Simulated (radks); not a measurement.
Species: a nucleus of charge 56.6 with 55 electrons. Configuration: [Xe] 5d1.

Method: scalar-relativistic Kohn-Sham, LDA (Slater exchange, Perdew-Wang correlation), spin-polarised, spherical densities, finite nucleus; open shells are filled with parallel spins first (spin-orbit coupling, left out, can overturn this in heavy ions); Fermi nuclear charge, rms radius 4.855 fm; computed with a radial shooting solver on a logarithmic mesh with Libxc functionals.

Energy parts (eV):
part                      energy
total                 -226996.33
kinetic                239836.95
electron-nucleus      -548960.97
Hartree                 87413.53
exchange-correlation    -5285.84

Orbitals (lengths in bohr, moments of r in powers of bohr; <r^-3> diverges for s and p1/2):
orbital,occ.,eigenvalue (eV),<r^-3>,<r^4>
1s up,1,-38116.57,-,1.984e-06
1s down,1,-38116.58,-,1.984e-06
2s up,1,-6059.471,-,0.0003304
2s down,1,-6059.444,-,0.0003304
2p up,3,-5436.193,7293,0.0002406
2p down,3,-5436.172,7293,0.0002406
3s up,1,-1295.988,-,0.01365
3s down,1,-1295.971,-,0.01365
3p up,3,-1096.563,1441,0.01426
3p down,3,-1096.546,1441,0.01426
3d up,5,-807.8520,198.1,0.01198
3d down,5,-807.8282,198.1,0.01197
4s up,1,-265.6792,-,0.3573
4s down,1,-265.6358,-,0.3573
4p up,3,-200.9554,307.2,0.4722
4p down,3,-200.9133,307.2,0.4721
4d up,5,-107.1067,34.21,0.8207
4d down,5,-107.0592,34.22,0.8191
5s up,1,-46.0369,-,11.80
5s down,1,-45.7408,-,11.65
5p up,3,-30.1147,44.09,22.67
5p down,3,-29.7180,44.66,22.28
5d up,1,-11.3238,2.461,134.8
5d down,0,-10.7676,2.490,139.3

The highest occupied level is 5d up at -11.324 eV. Spin moment in Bohr magnetons: 1. Summed over all electrons, <r^2> = 50.70 bohr^2, which gives a Langevin (diamagnetic) susceptibility term of -40.2 x 10^-6 cm^3/mol. The spin density at the nucleus is -1.260 e/bohr^3 (1s -0.008, 2s -0.068, 3s -0.023, 4s 0.073, 5s -1.234). The electron density at the nucleus is 3.507e+05 e/bohr^3 (large components only). The density falls to 0.001 e/bohr^3 at r = 4.06 bohr.
